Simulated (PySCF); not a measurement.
Ge(H)(OMe), SMILES C[O][GeH], singlet (PBE0/def2-SVP optimised geometry):

```
7

Ge    -1.585    -1.028     0.000
H     -1.728     0.588     0.000
O      0.193    -1.028     0.000
C      1.075     0.057     0.000
H      1.724     0.014     0.892
H      1.728     0.012    -0.888
H      0.545     1.028    -0.002
```

Method: PBE0/def2-TZVP in PySCF.

What are the frontier orbital energies and the dipole moment?

HOMO-2 -8.51 eV, HOMO-1 -8.46 eV, HOMO -6.89 eV, LUMO -2.19 eV, LUMO+1 0.43 eV; dipole moment 0.88 D.

On the same geometry PBE/def2-TZVP in PySCF gives HOMO-2 -7.09 eV, HOMO-1 -7.02 eV, HOMO -5.79 eV, LUMO -2.98 eV, LUMO+1 -0.41 eV; dipole moment 0.84 D.

Meta-Löwdin charges at PBE0/def2-TZVP: Ge1 0.45, H2 -0.13, O3 -0.53, C4 -0.12, H5 0.11, H6 0.11, H7 0.10.
